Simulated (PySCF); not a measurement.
## TeI: energy against distance

Set-up: basis Te cc-pVDZ-PP with ECP28, I cc-pVDZ-PP with ECP28; scalar-relativistic core potentials; PySCF 2.14. Energies in eV from Te + I in their ground configurations at the same level. State: ²Π (doublet), unpaired electrons π ↑.

All columns are UHF. A positive dipole means Te(−)I(+).

```
R (Å)  E (eV)  μ (D)  Mulliken charge on Te (basis-dependent)  HOMO (eV)  LUMO (eV)  Mayer bond order  ⟨S²⟩
2.308   0.887   0.10                                     0.04      -7.80      -0.39              1.21  0.76
2.416   0.078  -0.28                                     0.08      -8.01      -0.51              1.16  0.76
2.523  -0.368  -0.65                                     0.11      -8.21      -0.61              1.12  0.76
2.603  -0.536  -0.92                                     0.12      -8.35      -0.68              1.09  0.76
2.684  -0.600  -1.18                                     0.14      -8.48      -0.73              1.06  0.76
2.764  -0.588  -1.41                                     0.15      -8.60      -0.78              1.03  0.77
2.872  -0.494  -1.64                                     0.16      -8.72      -0.80              0.97  0.81
3.006  -0.342  -1.54                                     0.13      -8.77      -0.96              0.75  1.02
3.167  -0.208  -1.21                                     0.09      -8.74      -1.13              0.48  1.28
3.382  -0.105  -0.83                                     0.05      -8.67      -1.27              0.27  1.49
```

A fit through these points gives, at Re = 2.707 Å, μ = -1.25 D and dμ/dR = -2.96 D/Å; the reduced mass is 64.19 u.

Task: How strong is the fundamental in the double-harmonic approximation, I = 42.26·(dμ/dR)²/μred km/mol?

Result: I = 42.26·(-2.96)²/64.19 = 5.77 km/mol at UHF.

⟨S²⟩ of the unrestricted solution departs from its pure value on part of the curve, where spin states mix. These are scalar-relativistic numbers at best; spin–orbit coupling would shift them, the dissociation energy most. Hartree–Fock leaves out correlation, which carries a large part of most bond energies and some tenths to 1 eV of ionisation energies. The state was picked by a PBE0 search and need not be the measured ground state.
